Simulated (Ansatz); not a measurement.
**Worked example: CH2BrF + SiH(CH3)F → CHBrF + SiH2(CH3)F**

Species: CH2BrF (bromofluoromethane) `FCBr`, singlet; SiH(CH3)F, doublet; CHBrF `F[CH]Br`, doublet; SiH2(CH3)F, singlet. A radical takes H: the energy is the difference in strength between the C–H bond broken and the Si–H bond made.

Shapes, held fixed at every level: PBE0-D4/def2-TZVP. Programs: Ansatz 0.2.0. The zero-point and thermal change to 298 K, harmonic and unscaled (PBE0-D4/def2-TZVP), is -10.5 kJ/mol.

At CCSD(T)/def2-TZVPP; 1 Eh = 2625.50 kJ/mol:

```
   species   energy (Eh)
    CH2BrF  -2711.672087
 SiH(CH3)F   -429.248276
     CHBrF  -2711.003960
SiH2(CH3)F   -429.905822
```

Problem. Work out ΔH(298 K) of the reaction at this level.

Solution. 
1. Products less reactants: (-2711.003960) + (-429.905822) − [(-2711.672087) + (-429.248276)] = 0.010581 Eh = +27.8 kJ/mol.
2. With the thermal change: +27.8 + (-10.5) = +17.3 kJ/mol.

Other levels give +10.9 (BHLYP-D4/def2-TZVPP) to +27.1 kJ/mol (MP2/def2-TZVPP). No measured value is set beside it here. Open shells run unrestricted unless RO is named. Relativity is left out for Br unless named. Correlated rows may include outer-core shells of Br, which these sets cover unevenly.
